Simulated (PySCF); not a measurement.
Labels have come off several samples. The candidates:

A. `C12C3C=CC1C=CC32`
B. `InChI=1S/C7H10N2O/c1-3-6-9-7(10-2)4-5-8-9/h3-5H,1,6H2,2H3`
C. `C(OC)C=O`
D. SMILES C([C@H]1[C@H](C(=O)F)C1)(F)(F)F

Spectrum 1. $^{1}$H NMR (300 MHz, computed): δ 10.30 (t, J = 2.4 Hz, 1H), 3.90 (d, J = 2.4 Hz, 2H), 3.60 (s, 3H). $^{13}$C{$^{1}$H} NMR (computed): δ 214.7 (CH), 81.6 (CH2), 61.6 (CH3).

Spectrum 2. $^{1}$H NMR (300 MHz, computed): δ 7.40 (m, 1H), 6.37 (m, 1H), 5.50 (m, 1H), 5.43 (m, 1H), 5.34 (m, 1H), 4.62 (d, 2H), 3.99 (s, 3H). $^{13}$C{$^{1}$H} NMR (computed): δ 161.4 (C), 145.3 (CH), 140.8 (CH), 122.8 (CH2), 87.5 (CH), 58.5 (CH3), 54.0 (CH2).

Spectrum 3. $^{1}$H NMR (300 MHz, computed): δ 2.15 (m, 1H), 2.08 (m, 1H), 1.58 (m, 1H), 1.46 (m, 1H). $^{13}$C{$^{1}$H} NMR (computed): δ 173.3 (C), 133.9 (C), 28.6 (CH), 17.9 (CH), 16.9 (CH2).

Spectrum 4. $^{1}$H NMR (300 MHz, computed): δ 5.98 (m, 2H), 5.12 (m, 2H), 3.02 (m, 2H), 2.95 (m, 1H), 2.93 (m, 1H). $^{13}$C{$^{1}$H} NMR (computed): δ 137.6 (CH), 125.4 (CH), 56.1 (CH), 52.0 (CH), 45.7 (CH).

Computed data (PySCF 2.14): σ from GIAO-PBE0/pcSseg-1, B3LYP/pcJ-1 coupling constants (spin–dipole term left out of most H,H and C,H couplings), geometry from GFN2-xTB. Fast rotation and ring inversion assumed for equivalent nuclei, no solvent, no relativistic terms, single conformer.

Scale: $^{1}$H and $^{13}$C vs TMS (reference shieldings calculated alike). Multiplet labels drop J under 1 Hz and among equivalent protons, and merge close values. Unscaled 3J(H,H) run several per cent high. Splittings of carbon signals by F and P are missing where no couplings were computed. Where no couplings were computed, multiplicities follow the n + 1 count of equivalent neighbours, and m marks all less simple cases (inequivalent or close neighbours, rings, F or P nearby). Shifts are as computed. Against solution values, carbons near 30 ppm lie about +3 ppm off and those near 130 ppm about +5 ppm. Of 1211 compounds with measured shifts, 218 miss one by over three times the rms of a fit or turn the order of signals round; such compounds aren't used in these exercises.

**Question.** Which spectrum belongs to which compound?

**Answer.** 1–C, 2–B, 3–D, 4–A.

- Spectrum 1 (C): 3 $^{13}$C signals; δC 214.7 is an aldehyde carbonyl carbon; δC 81.6 is an sp3 CH2 bonded to O, α to a carbonyl.
- Spectrum 2 (B): 7 $^{13}$C signals; δC 161.4 is an aromatic carbon bearing oxygen; δC 145.3 is an alkene CH.
- Spectrum 3 (D): 5 $^{13}$C signals; δC 133.9 is a CF3 carbon; δC 28.6 is a three-membered-ring carbon.
- Spectrum 4 (A): 5 $^{13}$C signals; δC 137.6 is an alkene CH; δC 125.4 is an alkene CH.
